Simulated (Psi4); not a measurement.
HCl3Si, singlet, geometry from GFN2-xTB. Base run: TPSS/3-21G (Psi4).

Geometry (Å):
```xyz
5

Si     0.0286    -0.0163     0.4911
Cl    -1.2416    -1.4368    -0.1488
Cl    -0.6401     1.7923    -0.0769
Cl     1.8514    -0.3383    -0.2928
H      0.1130    -0.0643     1.9384
```
All else is at Psi4's defaults (density fitting, Cartesian functions).
Base energy -1662.66941 Eh.

The base run was repeated with changes; each row names its change, and settings that it needs were set with it.

| change | ΔE vs base (mEh) | SCF cycles | grid points | basis functions |
|---|---|---|---|---|
| base | 0.000 | 6 | 105103 | 54 |
| basis_guess = true | 0.000 | 1 | 105102 | 54 |
| puream = false | 0.000 | 6 | 105103 | 54 |
| damping_percentage = 50 | 0.011 | 52 | 105103 | 54 |
| guess = sapgau | 0.000 | 7 | 105103 | 54 |
| puream = true | -0.142 | 6 | 105103 | 54 |
| dft_radial_points = 150 | 0.046 | 6 | 209076 | 54 |
| dft_nuclear_scheme = stratmann | 0.010 | 6 | 97473 | 54 |
| ints_tolerance = 1e-8 | 0.000 | 6 | 105103 | 54 |
| df_basis_scf = cc-pvqz-jkfit | 0.366 | 6 | 105103 | 54 |
| diis_max_vecs = 3 | 0.000 | 9 | 105103 | 54 |
| basis_guess = sto-3g | 0.000 | 7 | 105102 | 54 |
| cholesky_tolerance = 1e-6 (with scf_type cd) | 0.417 | 6 | 105103 | 54 |
